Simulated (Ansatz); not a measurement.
# Cost against result

Saddle point of SiH2OF2, closed shell (SiH₂OF₂ ([OH][SiH]([F])[F]) → SiF₂ + H₂O; bonds formed: O2–H3; bonds broken: Si1–O2, Si1–H3), PBE0-D4/def2-TZVP structure:

```tsv
atom	x (Å)	y (Å)	z (Å)
Si1	-0.4113	0.4162	-0.5458
O2	0.9340	-0.4045	0.3559
H3	0.8064	-0.6160	-0.8942
F4	-1.6923	-0.1707	0.2156
F5	-0.3299	1.9289	-0.0554
H6	0.6931	-1.1538	0.9238
```

Barriers are electronic and count from the start structure reached by relaxing down the imaginary mode.

Ansatz 0.2.0; basis: as named in each row; cores frozen in the correlated methods. B3LYP uses VWN-RPA correlation. Extrapolation: Hartree–Fock as exp(−7.88 √X), correlation as X^−2.97.

Times are rough, for one single point on 2 threads of a shared host (Intel Xeon Platinum 8259CL).

The estimate by CCSD(T) at an estimated basis limit (MP2 extrapolated from triple and quadruple zeta, plus CCSD(T) − MP2 in triple zeta) is 355.5 kJ/mol.

```
      method       basis  time (s)  barrier (kJ/mol)  method less estimate
          HF      STO-3G   under 1             436.2                  80.7
      PBE-D4      STO-3G   under 1             236.1                -119.4
       SPW92    def2-SVP   under 1             274.5                 -81.0
      PBE-D4    def2-SVP   under 1             286.6                 -68.9
    B3LYP-D4       6-31G   under 1             263.8                 -91.7
     PBE0-D4    def2-SVP   under 1             325.2                 -30.3
       SPW92  def2-TZVPP   under 1             287.7                 -67.8
      PBE-D4  def2-TZVPP         2             299.4                 -56.1
     BLYP-D4  def2-TZVPP         2             310.5                 -45.0
     CCSD(T)    def2-SVP         2             353.6                  -1.9
     PBE0-D4  def2-TZVPP         2             335.9                 -19.6
    B3LYP-D4  def2-TZVPP         2             339.4                 -16.1
    BHLYP-D4  def2-TZVPP         2             380.3                  24.8
CAM-B3LYP-D4  def2-TZVPP         2             352.0                  -3.5
   r2SCAN-D4  def2-TZVPP         2             333.5                 -22.0
  r2SCAN0-D4  def2-TZVPP         3             357.0                   1.5
  RPA on PBE  def2-TZVPP         3             345.3                 -10.2
     wB97M-V    def2-SVP         4             330.9                 -24.6
      B2PLYP  def2-TZVPP         4             350.9                  -4.6
    PBE-QIDH  def2-TZVPP         4             363.9                   8.4
      B97M-V  def2-TZVPP         5             339.0                 -16.5
     wB97X-V  def2-TZVPP         6             355.5                   0.0
     wB97M-V  def2-TZVPP         6             343.8                 -11.7
         MP2  def2-QZVPP        13             360.9                   5.4
     CCSD(T)  def2-TZVPP        28             357.5                   2.0
```

All methods are single points on the PBE0-D4 structures.

No T1 diagnostic of these runs exceeds 0.015. The restricted Hartree–Fock reference is unstable towards an unrestricted one at one or more of these structures.

Losses and insertions of silylenes and their heavier kin drive the gas-phase chemistry of silicon and germanium vapour deposition.

Labels in which every atom is bracketed show which atoms are joined, not bond orders.
